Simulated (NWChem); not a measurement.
InNH3OCl; SMILES [NH2][In]([OH])[Cl]

```xyz
7

In     0.0048    -0.2758    -0.0153
Cl    -0.0714     2.0746     0.0158
O      1.8164    -1.0915     0.0373
H      2.5050    -0.4162     0.0547
N     -1.6986    -1.3482     0.0987
H     -1.6456    -2.2865    -0.2905
H     -2.5222    -0.8813    -0.2730
```
Atoms are numbered in this order, from 1.

All runs use the structure optimised with PBE0/def2-SVP. No frequency run checked for a minimum. def2 effective core potentials on In; no spin-orbit coupling.

Question: List the 4 lowest vertical singlet excitations from PBE0/def2-SVPD with def2 effective core potentials on In, TDA (NWChem).

Answer: 
```tsv
state	energy (eV)	oscillator strength	leading excitation (squared amplitude)
S1	4.71	0.038	HOMO → LUMO (0.92)
S2	5.34	0.008	HOMO−1 → LUMO (0.73)
S3	5.57	0.036	HOMO−2 → LUMO (0.70)
S4	5.90	0.050	HOMO−3 → LUMO (0.87)
```
